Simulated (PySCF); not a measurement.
A TDDFT job was run through a driver script with this input:

```
{"job": {"kind": "uv", "xc": "PBE0", "basis": "def2-SVPD", "nstates": 8, "ntriplets": 3}, "charge": 0, "multiplicity": 1}
C     -1.832074     1.608277     0.726726
As    -0.797411     0.071984     1.412712
Si    -1.604486    -1.476496    -0.139134
C      0.892666     0.522701     0.453305
C      1.917135    -0.611514     0.556105
C      3.141891    -0.237605    -0.102447
N      4.093952     0.100189    -0.638406
H     -1.704681     1.727414    -0.348858
H     -1.509530     2.527925     1.216202
H     -2.891938     1.470724     0.939330
H     -3.047612    -1.671485     0.035287
H     -0.957295    -2.786006     0.024170
H     -1.375368    -1.054108    -1.530604
H      0.687340     0.744246    -0.598569
H      1.315308     1.430599     0.897197
H      2.135761    -0.833298     1.607579
H      1.529347    -1.521517     0.084585
```

The calculation used PySCF 2.14.0, density-fitted response routines, TDDFT PBE0/def2-SVPD, vertical, gas phase, core orbitals frozen in the response. Job line and output are in the format of a driver script around the code.

What does the script print for it?

```
coarse grid: 64304 points
cycle   1  E = -2737.3292508814  dE = -2.750e-01  |g| = 4.777e-01  |ddm| = 5.436e+00
cycle   2  E = -2737.2004106306  dE =  1.288e-01  |g| = 8.979e-01  |ddm| = 1.655e+00
cycle   3  E = -2737.3795759408  dE = -1.792e-01  |g| = 1.481e-01  |ddm| = 1.135e+00
cycle   4  E = -2737.3839707496  dE = -4.395e-03  |g| = 4.449e-02  |ddm| = 1.946e-01
cycle   5  E = -2737.3844457266  dE = -4.750e-04  |g| = 1.113e-02  |ddm| = 7.176e-02
cycle   6  E = -2737.3844839435  dE = -3.822e-05  |g| = 1.807e-03  |ddm| = 2.239e-02
cycle   7  E = -2737.3844847325  dE = -7.890e-07  |g| = 6.091e-04  |ddm| = 3.822e-03
final grid: 134544 points
cycle   8  E = -2737.3844319075  dE = -8.535e-08  |g| = 7.244e-04  |ddm| = 1.019e-02
cycle   9  E = -2737.3844317800  dE =  1.276e-07  |g| = 1.011e-03  |ddm| = 2.146e-03
cycle  10  E = -2737.3844320373  dE = -2.574e-07  |g| = 1.738e-04  |ddm| = 1.255e-03
cycle  11  E = -2737.3844320435  dE = -6.153e-09  |g| = 3.834e-05  |ddm| = 2.032e-04
cycle  12  E = -2737.3844320438  dE = -3.329e-10  |g| = 7.365e-06  |ddm| = 5.366e-05
converged SCF energy = -2737.3844320438

Static polarisability (au): isotropic 113.912, principal 94.749 112.244 134.742

Singlet excitations
state   eV       nm        f      main configurations
  1   5.5415    223.7   0.03533   H->L 0.90
  2   5.9761    207.5   0.14649   H->L+1 0.85
  3   6.3878    194.1   0.01672   H->L+3 0.83, H->L+2 0.11
  4   6.5222    190.1   0.06506   H->L+2 0.81, H->L+3 0.13
  5   6.8104    182.1   0.01743   H->L+4 0.80, H->L+6 0.08
  6   7.1044    174.5   0.02871   H->L+5 0.93
  7   7.2041    172.1   0.01947   H->L+6 0.86
  8   7.3622    168.4   0.11208   H-1->L 0.72

Triplet excitations (Tamm-Dancoff, eV): 4.8311 5.0092 5.9684
```

Isolated species at its GFN2-xTB geometry (one conformer only). Relativistic effects, spin–orbit coupling among them, are left out although an element past zinc is present.

The SCF starts on a coarse grid; the energy jumps when the final grid takes over, and dE counts afresh there. H and L stand for HOMO and LUMO.

The run took 93 s wall on an Arm Neoverse N1 with one thread, shared host with 32 logical CPUs at a one-minute load of 24, and the process peaked at 0.98 GiB of memory.

Conformer computed: `[CH3:1][As:2]([SiH3:3])[CH2:4][CH2:5][C:6]#[N:7]`: C1–As2–C4–C5 -170°, As2–C4–C5–C6 -178°.
